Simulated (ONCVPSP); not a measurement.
u(r) = r·R(r): atom against pseudo-atom (carbon)

Columns: radius, all-electron u(r) and pseudo u(r) of the 2p shell (level -5.42 eV) of carbon in the configuration [He] 2s2 2p2; LDA (Perdew-Zunger), scalar-relativistic, ONCV scheme, ONCVPSP 4.0.1.

| r (bohr) | all-electron | pseudo |
| --- | --- | --- |
| 0.105 | 0.0519 | 0.0193 |
| 0.210 | 0.1572 | 0.0747 |
| 0.315 | 0.2736 | 0.1598 |
| 0.420 | 0.3824 | 0.2647 |
| 0.525 | 0.4758 | 0.3777 |
| 0.630 | 0.5518 | 0.4871 |
| 0.735 | 0.6106 | 0.5831 |
| 0.840 | 0.6534 | 0.6593 |
| 0.945 | 0.6823 | 0.7124 |
| 1.050 | 0.6993 | 0.7426 |
| 1.155 | 0.7062 | 0.7524 |
| 1.260 | 0.7052 | 0.7461 |
| 1.365 | 0.6976 | 0.7287 |
| 1.470 | 0.6851 | 0.7049 |
| 1.575 | 0.6687 | 0.6790 |
| 1.680 | 0.6495 | 0.6534 |
| 1.785 | 0.6282 | 0.6291 |
| 1.890 | 0.6054 | 0.6055 |
| 1.995 | 0.5817 | 0.5817 |
| 2.100 | 0.5575 | 0.5575 |
| 2.205 | 0.5332 | 0.5331 |
| 2.310 | 0.5089 | 0.5089 |
| 2.415 | 0.4849 | 0.4848 |
| 2.520 | 0.4613 | 0.4613 |
| 2.625 | 0.4383 | 0.4383 |
| 2.730 | 0.4159 | 0.4159 |

(1) How many radial nodes do the two functions have?

(2) At about which radius was the pseudo-wave matched?

(3) Where does each function peak?

(4) Is the pseudo-wave norm-conserving?

## Answers

(1) The all-electron 2p function has n − l − 1 = 0; the pseudo-wave has 0.

(2) 2.00 bohr. The columns agree to 0.0005 from 1.89 bohr on; several derivatives are matched, so the curves merge somewhat inside the radius.

(3) Outermost all-electron maximum near 1.16 bohr, pseudo maximum near 1.16 bohr (to the table’s step).

(4) Yes: the ONCV scheme keeps the norm inside the radius equal to the all-electron one, which fixes the energy derivative of the logarithmic derivative at the level.
